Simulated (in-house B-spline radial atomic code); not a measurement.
Configurations of the thallium ion Tl²⁺, with energies counted from [Xe] 4f14 5d10 6s1. All numbers are computed (Dirac-Hartree-Fock, average of configuration; Fermi nucleus of rms radius 5.4759 fm) with an all-electron radial atomic-structure program (B-spline basis), not measured. Energies include first-order Breit, QED and recoil terms.

Occupations are held fixed; configurations that lie above the ionisation limit could autoionise.

```json
{"configuration": "[Xe] 4f14 (5d3/2)3 (5d5/2)6 6s1 (8p1/2)1", "E - E(ref) (eV)": "34.038", "highest orbital": "8p1/2", "its <r> (bohr)": "9.913"}
{"configuration": "[Kr] 4d10 4f14 5s2 (5p1/2)2 (5p3/2)3 5d10 6s1 (9d5/2)1", "E - E(ref) (eV)": "99.306", "highest orbital": "9d5/2", "its <r> (bohr)": "19.11"}
{"configuration": "[Kr] 4d10 4f14 5s2 (5p1/2)1 (5p3/2)4 5d10 6s1 (7d3/2)1", "E - E(ref) (eV)": "115.73", "highest orbital": "7d3/2", "its <r> (bohr)": "8.309"}
{"configuration": "[Kr] 4d10 4f14 5s2 (5p1/2)1 (5p3/2)4 5d10 6s1 (9f5/2)1", "E - E(ref) (eV)": "120.43", "highest orbital": "9f5/2", "its <r> (bohr)": "28.51"}
{"configuration": "[Xe] (4f5/2)6 (4f7/2)7 5d10 (5f5/2)1 6s1", "E - E(ref) (eV)": "135.05", "highest orbital": "5f5/2", "its <r> (bohr)": "5.463"}
{"configuration": "[Xe] (4f5/2)5 (4f7/2)8 5d10 6s1 (6g7/2)1", "E - E(ref) (eV)": "144.03", "highest orbital": "6g7/2", "its <r> (bohr)": "14.64"}
{"configuration": "[Kr] (4d3/2)3 (4d5/2)6 4f14 5s2 5p6 5d10 6s1 (8p1/2)1", "E - E(ref) (eV)": "429.89", "highest orbital": "8p1/2", "its <r> (bohr)": "9.849"}
```

(1) Order these further configurations by energy, lowest first.
A. [Xe] 4f14 5d10 (7p1/2)1
B. [Xe] (4f5/2)5 (4f7/2)8 5d10 6s2
C. [Kr] (4d3/2)3 (4d5/2)6 4f14 5s2 5p6 5d10 6s1 (8g9/2)1
D. [Kr] (4d3/2)3 (4d5/2)6 4f14 5s2 5p6 5d10 6s1 (7f7/2)1
E. [Xe] 4f14 5d10 (8d3/2)1

(2) How far above the reference does [Kr] 4d10 4f14 5s2 (5p1/2)1 (5p3/2)4 5d10 6s1 (8f7/2)1 lie?

(3) How far above the reference does [Xe] (4f5/2)5 (4f7/2)8 5d10 6s1 (9d3/2)1 lie?

Answers

(1) A (18.193 eV), E (23.803 eV), B (118.02 eV), D (432.41 eV), C (434.07 eV).

(2) 119.8 eV; its least bound orbital is 8f7/2 with <r> = 21.17 bohr.

(3) 144.34 eV; its least bound orbital is 9d3/2 with <r> = 18.91 bohr.
